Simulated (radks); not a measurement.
Xe+, configuration [Kr] 4d10 5s2 5p5.

Method: Dirac Kohn-Sham, PBE, spin-unpolarised, spherical densities, point nucleus; open shells fill j = l - 1/2 first; computed with a radial shooting solver on a logarithmic mesh with Libxc functionals.

Energy parts (hartree):
part                        energy
total                  -7449.82498
kinetic                 7915.17109
electron-nucleus      -18096.47346
Hartree                 2918.37685
exchange-correlation    -186.89946

Orbitals (lengths in bohr, moments of r in powers of bohr):
\begin{tabular}{lrrrrrr}
orbital & occ. & eigenvalue (hartree) & <r^4> & <1/r> & <r> & small-component weight \\ \hline
1s1/2 & 2 & -1262.607 & 2.434e-06 & 58.12 & 0.02665 & 3.96e-02 \\
2s1/2 & 2 & -196.7395 & 0.0004111 & 13.59 & 0.1142 & 8.50e-03 \\
2p1/2 & 2 & -184.8522 & 0.0002618 & 13.57 & 0.09621 & 8.53e-03 \\
2p3/2 & 4 & -172.9220 & 0.0003164 & 12.47 & 0.1020 & 8.08e-03 \\
3s1/2 & 2 & -40.53448 & 0.01748 & 4.859 & 0.3061 & 2.54e-03 \\
3p1/2 & 2 & -35.59564 & 0.01659 & 4.770 & 0.2962 & 2.48e-03 \\
3p3/2 & 4 & -33.32963 & 0.01919 & 4.499 & 0.3078 & 2.36e-03 \\
3d3/2 & 4 & -24.64343 & 0.01543 & 4.355 & 0.2787 & 2.24e-03 \\
3d5/2 & 6 & -24.16457 & 0.01615 & 4.286 & 0.2824 & 2.20e-03 \\
4s1/2 & 2 & -7.61454 & 0.4941 & 1.967 & 0.7167 & 7.38e-04 \\
4p1/2 & 2 & -5.86638 & 0.6084 & 1.858 & 0.7458 & 6.75e-04 \\
4p3/2 & 4 & -5.41450 & 0.7046 & 1.771 & 0.7736 & 6.36e-04 \\
4d3/2 & 4 & -2.58797 & 1.320 & 1.527 & 0.8699 & 4.94e-04 \\
4d5/2 & 6 & -2.51495 & 1.389 & 1.505 & 0.8807 & 4.84e-04 \\
5s1/2 & 2 & -1.06515 & 21.32 & 0.7183 & 1.826 & 1.37e-04 \\
5p1/2 & 2 & -0.65796 & 42.03 & 0.6104 & 2.127 & 1.00e-04 \\
5p3/2 & 3 & -0.60731 & 50.07 & 0.5813 & 2.221 & 9.20e-05 \\
5d3/2 & 0 & -0.15552 & 601.0 & 0.3270 & 3.915 & 2.90e-05 \\
5d5/2 & 0 & -0.15280 & 633.7 & 0.3220 & 3.971 & 2.82e-05 \\
\end{tabular}

The highest occupied level is 5p3/2 at -16.526 eV. Summed over all electrons, <r^2> = 50.70 bohr^2, which gives a Langevin (diamagnetic) susceptibility term of -40.2 x 10^-6 cm^3/mol.
